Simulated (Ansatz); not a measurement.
Several settings on one geometry of the cluster Hf2N2 (the lowest singlet isomer of a short search) (that of the charge 0 singlet, r2SCAN-D4/def2-TZVP). Ansatz on 4 threads of Arm Neoverse V1 on a shared host; times are rough.

```xyz
4

Hf    1.293    0.513    0.035
Hf   -1.293   -0.513   -0.034
N    -0.487    1.230   -0.012
N     0.488   -1.230    0.010
```

Totals from different functionals, basis sets or treatments of relativity can't be compared as stabilities.

In the def2 sets Hf takes a core potential; there is no spin–orbit coupling.

At r2SCAN-D4/def2-TZVP a triplet lies 0.34 eV below the restricted singlet of charge 0, at its own geometry.

The spins typed aren't always the lowest for that charge.

Give the basis size and estimate the energy, ⟨S²⟩ and time of these runs.

| run | method | charge | state | further keys |
| --- | --- | --- | --- | --- |
| 1 | RKS r2SCAN50/def2-SVP | 0 | singlet | pseudopotentials: {relativity: none}; scf: {omitted_lower_state_checks: [starts]} |
| 2 | UKS rPW86-PBE-D4/def2-TZVPD | 0 | triplet | scf: {omitted_lower_state_checks: [starts]}; forces asked |
| 3 | RKS BHLYP-D4/def2-SVPD | 0 | singlet | point_charges: [{charge: -1.00, position_ang: [4.475, 0.202, 0.917]}]; scf: {omitted_lower_state_checks: [starts]} |


```
run  functions  energy (Eh)  ⟨S²⟩  wall time
  1         92    -205.1624     –      2.8 s
  2        160    -206.0511  2.00      8.5 s
  3        110    -205.2052     –      1.3 s
```

The restricted singlet is unstable towards broken spin symmetry at other levels; at RKS r2SCAN50/def2-SVP, RKS BHLYP-D4/def2-SVPD this wasn't settled.
